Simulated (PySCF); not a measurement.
diboron tetrachloride (B₂Cl₄), singlet, at a GFN2-xTB geometry; B3LYP/STO-3G run with PySCF.

PySCF was given this input:
```python
from pyscf import gto, scf, dft

mol = gto.M(
    atom='''
Cl   -1.722311   -1.208074    0.892045
B    -0.845317   -0.078522   -0.064679
Cl   -1.759808    0.884616   -1.158478
B     0.845317    0.078522    0.064679
Cl    1.915102   -0.854763   -0.907361
Cl    1.567017    1.178221    1.173795
''',
    basis='sto-3g',
    charge=0,
    spin=0,
    verbose=4,
)

mf = dft.RKS(mol)
mf.xc = 'b3lyp'
mf.init_guess = 'atom'
mf.kernel()
```

Q: Predict the main parts of the log of this PySCF run.

A: 
```
PySCF version 2.14.0

[INPUT] verbose = 4
[INPUT] num. atoms = 6
[INPUT] num. electrons = 78
[INPUT] charge = 0
[INPUT] spin (= nelec alpha-beta = 2S) = 0
[INPUT] symmetry False subgroup None
[INPUT] Mole.unit = angstrom
[INPUT] Symbol           X                Y                Z      unit          X                Y                Z       unit  Magmom
[...]
nuclear repulsion = 427.099237800812
number of shells = 26
number of NR pGTOs = 138
number of NR cGTOs = 46
basis = sto-3g
ecp = {}

******** <class 'pyscf.dft.rks.RKS'> ********
method = RKS
initial guess = atom
damping factor = 0
level_shift factor = 0
DIIS = <class 'pyscf.scf.diis.CDIIS'>
diis_start_cycle = 1
diis_space = 8
diis_damp = 0
SCF conv_tol = 1e-09
SCF conv_tol_grad = None
SCF max_cycles = 50
direct_scf = True
direct_scf_tol = 1e-13
XC library pyscf.dft.libxc version 7.1.2
    S. Lehtola, C. Steigemann, M. J. T. Oliveira, and M. A. L. Marques,  SoftwareX 7, 1–5 (2018)
XC functionals = b3lyp
    P. J. Stephens, F. J. Devlin, C. F. Chabalowski, and M. J. Frisch,  J. Phys. Chem. 98, 11623 (1994)
radial grids:
    Treutler-Ahlrichs [JCP 102, 346 (1995); DOI:10.1063/1.469408] (M4) radial grids

becke partition: Becke, JCP 88, 2547 (1988); DOI:10.1063/1.454033
pruning grids: <function nwchem_prune>
grids dens level: 3
symmetrized grids: False
atomic radii adjust function: <function treutler_atomic_radii_adjust>
small_rho_cutoff = 0
Set gradient conv threshold to 3.16228e-05
Initial guess from superposition of atomic densities.
Spherically averaged atomic HF for {'Cl', 'B'}

******** <class 'pyscf.scf.atom_hf.AtomSphAverageRHF'> ********
method = AtomSphAverageRHF
initial guess = minao
damping factor = 0
level_shift factor = 0
DIIS = <class 'pyscf.scf.diis.CDIIS'>
diis_start_cycle = 1
diis_space = 8
diis_damp = 0
SCF conv_tol = 1e-09
SCF conv_tol_grad = None
SCF max_cycles = 50
direct_scf = True
direct_scf_tol = 1e-13
atom = Cl
Set gradient conv threshold to 3.16228e-05
Initial guess from minao.
init E= -453.935536967886
cycle= 1 E= -454.330516972554  delta_E= -0.395  |g|=    0  |ddm|= 0.0894
cycle= 2 E= -454.33052218714  delta_E= -5.21e-06  |g|=    0  |ddm|= 0.000733
cycle= 3 E= -454.330522187455  delta_E= -3.15e-10  |g|=    0  |ddm|= 5.74e-06
Extra cycle  E= -454.330522187455  delta_E= 1.71e-13  |g|=    0  |ddm|= 1.05e-10
Atomic HF for atom  Cl  converged. SCF energy = -454.330522187455

******** <class 'pyscf.scf.atom_hf.AtomSphAverageRHF'> ********
method = AtomSphAverageRHF
initial guess = minao
damping factor = 0
level_shift factor = 0
DIIS = <class 'pyscf.scf.diis.CDIIS'>
diis_start_cycle = 1
diis_space = 8
diis_damp = 0
SCF conv_tol = 1e-09
SCF conv_tol_grad = None
SCF max_cycles = 50
direct_scf = True
direct_scf_tol = 1e-13
atom = B
Set gradient conv threshold to 3.16228e-05
Initial guess from minao.
init E= -23.9245780263925
cycle= 1 E= -23.9308579815754  delta_E= -0.00628  |g|=    0  |ddm|= 0.0443
cycle= 2 E= -23.9308579815754  delta_E=    0  |g|=    0  |ddm|=    0
Extra cycle  E= -23.9308579815754  delta_E=    0  |g|=    0  |ddm|=    0
Atomic HF for atom  B  converged. SCF energy = -23.9308579815754

tot grids = 103616
init E= -1870.15245560895
[...]
cycle= 1 E= -1869.83309389829  delta_E= 0.319  |g|= 0.542  |ddm|= 3.77
[...]
cycle= 2 E= -1869.65172750859  delta_E= 0.181  |g|= 0.955  |ddm|= 2.35
[...]
cycle= 3 E= -1869.96612848681  delta_E= -0.314  |g|= 0.0225  |ddm|= 1.35
[...]
cycle= 4 E= -1869.9663341416  delta_E= -0.000206  |g|= 0.000845  |ddm|= 0.0423
[...]
cycle= 5 E= -1869.96633445533  delta_E= -3.14e-07  |g|= 0.00012  |ddm|= 0.00179
[...]
cycle= 6 E= -1869.96633446078  delta_E= -5.45e-09  |g|= 1.06e-05  |ddm|= 0.000198
[...]
cycle= 7 E= -1869.96633446083  delta_E= -4.73e-11  |g|= 1.35e-06  |ddm|= 1.9e-05
[...]
Extra cycle  E= -1869.96633446083  delta_E= 4.55e-13  |g|= 1.44e-06  |ddm|= 4.64e-06
converged SCF energy = -1869.96633446083
```
